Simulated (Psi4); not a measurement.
C₂H₅ (SMILES [CH2-]C), charge -1, singlet, geometry from GFN2-xTB (a gas-phase anion, which may not be bound at this level). Base run: Psi4 with B3LYP/pcseg-1.

Input for Psi4:
```
memory 2 GB

molecule mol {
-1 1
C    -0.010306    0.120392    0.842392
C     0.007773    0.030426   -0.681039
H    -0.900603   -0.502183    1.184667
H     0.877217   -0.494407    1.205306
H     0.017890   -0.994146   -1.166430
H    -0.873090    0.539050   -1.106087
H     0.893784    0.546778   -1.085575
}

set {
  basis pcseg-1
  reference rks
}

energy('b3lyp')
print_variables()
```

Each row names what was changed in the base input (with any setting that the change needs).

```csv
change,basis functions,E (Eh)
base,53,-79.11741
basis = cc-pVDZ-DK; relativity = spin-free X2C (with scf_type pk),53,-79.15244
basis = cc-pVDZ-DK; relativity = none (with scf_type pk),53,-79.12147
basis = cc-pVTZ-DK; relativity = spin-free X2C (with scf_type pk),130,-79.19704
basis = cc-pVTZ-DK; relativity = none (with scf_type pk),130,-79.16614
```

Total energies compare only within one method and basis.

A gas-phase anion may not be bound at this level; its values then depend on the basis.

Basis sets contracted for a relativistic Hamiltonian are a mismatch without it, so the rows without relativity aren't non-relativistic limits. No row has spin-orbit coupling; sets with core potentials leave out the core electrons.
